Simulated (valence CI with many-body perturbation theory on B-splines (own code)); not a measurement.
## Energy levels of Ho17+

Calculated by configuration interaction combined with many-body perturbation theory (CI+MBPT): four valence electrons over a frozen Dirac-Fock core [Kr] 4d10, a basis of 7 s, 7 p, 7 d, 7 f, 4 g, 2 h functions for each j, with the one-electron correlation potential Σ1, the two-electron term Σ2, the three-electron term Σ3, Breit, model QED; selected CI, second order for the rest, scaled by the run's own slope (own B-spline code, finite nucleus).

No measured spectrum was set against this ion. As an estimate, terms of the open shell hold to a few per cent of their energy, and close levels can change places.

Levels 46 to 90 of 199, with energies above the lowest level, 4f⁴ ⁵I_4. "Leading %" is the weight of the configuration and term that name the level; weights of strongly mixed levels are sums over their largest components and can fall short.

```
No.  Configuration  Term   J  E (cm⁻¹)  Leading %  Second component      g
 46            4f⁴    ⁵D   1     64194         79       12 % 4f⁴ ³D  1.368
 47            4f⁴    ⁵D   2     67079         85        9 % 4f⁴ ³F  1.413
 48            4f⁴    ¹L   8     68521         49       23 % 4f⁴ ³M  0.995
 49            4f⁴    ⁵D   3     69153         45       44 % 4f⁴ ³F  1.279
 50            4f⁴    ⁵D   4     69558         57       24 % 4f⁴ ³F  1.338
 51            4f⁴    ³F   3     70772         54       38 % 4f⁴ ⁵D  1.235
 52            4f⁴    ¹G   4     72261         52       26 % 4f⁴ ³H  1.010
 53            4f⁴    ¹I   6     73750         52       36 % 4f⁴ ³H  1.058
 54            4f⁴    ³H   4     75406         39       26 % 4f⁴ ¹G  1.012
 55            4f⁴    ¹D   2     76921         52       26 % 4f⁴ ³D  1.035
 56            4f⁴    ³H   5     77301         79       15 % 4f⁴ ¹H  1.037
 57            4f⁴    ¹H   5     78750         41       36 % 4f⁴ ³G  1.054
 58            4f⁴    ³F   4     79744         80        9 % 4f⁴ ³G  1.223
 59            4f⁴    ¹K   7     80354         83       13 % 4f⁴ ³I  1.015
 60            4f⁴    ³H   6     83801         59       35 % 4f⁴ ¹I  1.095
 61            4f⁴    ¹D   2     84071         74       17 % 4f⁴ ³F  0.977
 62            4f⁴    ³G   3     84320         73       23 % 4f⁴ ³F  0.846
 63            4f⁴    ³G   4     85367         35       28 % 4f⁴ ³H  1.065
 64            4f⁴    ³K   6     88512         70       11 % 4f⁴ ³I  0.913
 65            4f⁴    ³H   4     89251         45       22 % 4f⁴ ³G  0.956
 66            4f⁴    ¹N  10     89968         96        4 % 4f⁴ ³M  1.002
 67            4f⁴    ³G   5     90324         61       17 % 4f⁴ ¹H  1.123
 68            4f⁴    ³F   2     90627         92        6 % 4f⁴ ¹D  0.694
 69            4f⁴    ³H   4     91794         39       27 % 4f⁴ ³F  1.018
 70            4f⁴    ³K   8     92016         69       30 % 4f⁴ ¹L  1.085
 71            4f⁴    ³K   7     92441         88        9 % 4f⁴ ³I  1.027
 72            4f⁴    ³F   3     93463         73       23 % 4f⁴ ³G  1.014
 73            4f⁴    ³H   5     94008         75       17 % 4f⁴ ³I  1.011
 74            4f⁴    ³H   6     96162         73       17 % 4f⁴ ³K  1.104
 75            4f⁴    ³P   0     97175         82        9 % 4f⁴ ⁵D       
 76            4f⁴    ¹G   4    102160         55       23 % 4f⁴ ³F  1.034
 77            4f⁴    ¹L   8    103300         69       30 % 4f⁴ ³K  1.036
 78            4f⁴    ³P   1    104840         93        4 % 4f⁴ ⁵D  1.471
 79            4f⁴    ³I   5    105540         79       17 % 4f⁴ ³H  0.873
 80            4f⁴    ³I   6    106550         74       19 % 4f⁴ ¹I  1.022
 81            4f⁴    ³I   7    109540         90        8 % 4f⁴ ³K  1.129
 82            4f⁴    ³G   3    110800         89        5 % 4f⁴ ¹F  0.785
 83            4f⁴    ³G   4    111340         73       13 % 4f⁴ ¹G  1.042
 84            4f⁴    ³P   2    113030         83        9 % 4f⁴ ³D  1.433
 85            4f⁴    ³G   5    113580         94        4 % 4f⁴ ³H  1.188
 86            4f⁴    ¹I   6    117340         74       12 % 4f⁴ ³H  1.014
 87            4f⁴    ¹F   3    118380         51       33 % 4f⁴ ³D  1.090
 88            4f⁴    ¹D   2    120310         56       35 % 4f⁴ ³D  1.062
 89            4f⁴    ¹G   4    121510         77       16 % 4f⁴ ³G  1.005
 90            4f⁴    ³D   3    127840         59       39 % 4f⁴ ¹F  1.195
```

Names give the largest LS component (configuration and term), which can be under half, so a name can repeat, a term be missing and a line seem to break the LS rules; names also repeat where a configuration has a term twice.

Where two levels of one J and parity lie close, their mixing, g and order are uncertain.
